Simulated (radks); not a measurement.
The numbers below are computed, except where a source is named.
Problem. Dipole-allowed excitations along the series with 18 electrons in [Ar]. Level of theory: non-relativistic Kohn-Sham, PBE, spin-unpolarised, spherical densities, point nucleus (a radial shooting solver on a logarithmic mesh with Libxc functionals). Time-dependent linear response with the Hartree and adiabatic LDA kernel, continuum included through the Sternheimer equations. Lines are the poles of the dipole polarisability below minus the highest occupied eigenvalue, found on a grid refined at the orbital gaps; the lowest seven at most are given, and weak or close lines can be missed. The first line takes the name of the lowest orbital gap if no other gap lies below it; otherwise a line is named after a gap within 0.6 % of it, if that gap stands alone.

| species | -e(HOMO) (eV) | lowest orbital gap (eV) | first line (eV) | f | strongest line (eV) | its f | static alpha (bohr^3) |
|---|---|---|---|---|---|---|---|
| Ca2+ | 43.057 | 3p-3d 27.011 | 28.671 (3p-4s) | 0.482 | 33.380 (unassigned) | 3.03 | 3.337 |
| Sc3+ | 64.573 | 3p-3d 32.097 | 39.802 (3p-4s) | 1.10 | 41.829 (unassigned) | 3.41 | 2.162 |
| Ti4+ | 89.341 | 3p-3d 36.837 | 48.520 (3p-3d) | 4.32 | the first | 4.32 | 1.497 |
| Cr6+ | 148.41 | 3p-3d 45.801 | 60.596 (3p-3d) | 3.46 | the first | 3.46 | 0.8165 |

Estimate the first line of V5+, its oscillator strength and the static polarisability.

Solution. 54.765 eV (3p-3d), f = 3.84, alpha = 1.086 bohr^3.
